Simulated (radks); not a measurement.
The oxygen anion O2-, [Ne], held by a Watson sphere: a shell of charge +2 at radius R that stands for the Madelung well of a crystal (potential energy -2/R inside, -2/r outside, in hartree with lengths in bohr). Calculated with a radial shooting solver on a logarithmic mesh with Libxc functionals: non-relativistic Kohn-Sham, r2SCAN, spin-unpolarised, spherical densities, point nucleus; meta-GGA in the generalised Kohn-Sham scheme.

R (bohr) = 1.61: e(1s) (eV) -513.37; e(2s) (eV) -25.382; e(2p) (eV) -9.639; <r> 2p (bohr) 1.383; sum of <r^2> (bohr^2) 18.59; X-ray form factor at sin(theta)/lambda = 0.2 1/angstrom 6.360
R (bohr) = 2.09: e(1s) (eV) -513.51; e(2s) (eV) -22.923; e(2p) (eV) -7.721; <r> 2p (bohr) 1.500; sum of <r^2> (bohr^2) 21.86; X-ray form factor at sin(theta)/lambda = 0.2 1/angstrom 6.071
R (bohr) = 2.46: e(1s) (eV) -513.24; e(2s) (eV) -21.481; e(2p) (eV) -6.486; <r> 2p (bohr) 1.579; sum of <r^2> (bohr^2) 24.33; X-ray form factor at sin(theta)/lambda = 0.2 1/angstrom 5.925
R (bohr) = 2.8: e(1s) (eV) -512.88; e(2s) (eV) -20.441; e(2p) (eV) -5.536; <r> 2p (bohr) 1.646; sum of <r^2> (bohr^2) 26.62; X-ray form factor at sin(theta)/lambda = 0.2 1/angstrom 5.834
R (bohr) = 3.2: e(1s) (eV) -512.43; e(2s) (eV) -19.490; e(2p) (eV) -4.617; <r> 2p (bohr) 1.719; sum of <r^2> (bohr^2) 29.37; X-ray form factor at sin(theta)/lambda = 0.2 1/angstrom 5.764
R (bohr) = 3.61: e(1s) (eV) -512.00; e(2s) (eV) -18.744; e(2p) (eV) -3.861; <r> 2p (bohr) 1.790; sum of <r^2> (bohr^2) 32.33; X-ray form factor at sin(theta)/lambda = 0.2 1/angstrom 5.723
R (bohr) = 3.7: e(1s) (eV) -511.91; e(2s) (eV) -18.606; e(2p) (eV) -3.716; <r> 2p (bohr) 1.805; sum of <r^2> (bohr^2) 33.01; X-ray form factor at sin(theta)/lambda = 0.2 1/angstrom 5.716
